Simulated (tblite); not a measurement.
Compound: CH11O2PSi3.
SMILES with atom numbers: `[CH3:1][Si@@:2]([SiH3:3])([PH2:4])[O:5][SiH2:6][OH:7]` (hydrogens: H8, H9, H10 on C1; H11, H12, H13 on Si3; H14, H15 on P4; H16, H17 on Si6; H18 on O7)

A start from a force field or distance geometry was refined with GFN2-xTB geometry optimisation, gas phase in tblite. Values at the start:

| coordinate | start |
| --- | --- |
| C1–Si2 | 1.845 Å |
| C1–H8 | 1.096 Å |
| Si2–Si3 | 2.318 Å |
| Si2–P4 | 2.230 Å |
| Si2–O5 | 1.674 Å |
| Si3–H11 | 1.485 Å |
| P4–H14 | 1.424 Å |
| O5–Si6 | 1.654 Å |
| Si6–O7 | 1.653 Å |
| Si6–H16 | 1.464 Å |
| Si6–H17 | 1.482 Å |
| O7–H18 | 0.978 Å |
| C1–Si2–Si3 | 109.4° |
| C1–Si2–P4 | 108.0° |
| C1–Si2–O5 | 113.0° |
| Si2–O5–Si6 | 138.3° |
| Si3–Si2–P4 | 110.1° |
| Si3–Si2–O5 | 111.2° |
| P4–Si2–O5 | 104.9° |
| O5–Si6–O7 | 108.3° |

Task: How do these coordinates change at the GFN2-xTB level?

Result: 
```
coordinate  GFN2-xTB (Å or °)  change
    C1–Si2              1.910  +0.065
    Si2–P4              2.272  +0.042
    Si2–O5              1.633  -0.041
    P4–H14              1.385  -0.039
    Si6–O7              1.619  -0.034
   Si6–H17              1.452  -0.030
    O5–Si6              1.628  -0.026
    O7–H18              0.955  -0.023
   Si3–H11              1.466  -0.019
   Si2–Si3              2.329  +0.011
     C1–H8              1.086  -0.010
   Si6–H16              1.457  -0.007
Si2–O5–Si6              146.1    +7.8
 C1–Si2–O5              105.6    -7.4
Si3–Si2–P4              117.3    +7.2
C1–Si2–Si3              115.0    +5.6
Si3–Si2–O5              107.2    -4.0
 O5–Si6–O7              111.4    +3.1
 C1–Si2–P4              105.2    -2.8
 P4–Si2–O5              105.6    +0.7
```

The energy falls by 9.0 kcal/mol over 245 L-BFGS steps, the largest force on an atom goes from 1.82 to 0.007 eV/Å, and the atoms move by 0.894 Å rms after alignment. The bond that changes most is C1–Si2 (Si-methyl carbon to oxygen-bound silicon), which lengthens by 0.065 Å. Bonds longer at the end by more than 0.005 Å: 3 of 17; shorter: 13. Among the dihedrals that turn most is Si2–O5–Si6–O7, from -178° to 17°. Rotational constants go from 1393, 711.7, 596.5 to 1303, 829.6, 703.6 MHz.

GFN2-xTB frequencies show an imaginary mode (24i cm⁻¹), so the point is no minimum at that level.

The numbers are calculated, not measured.
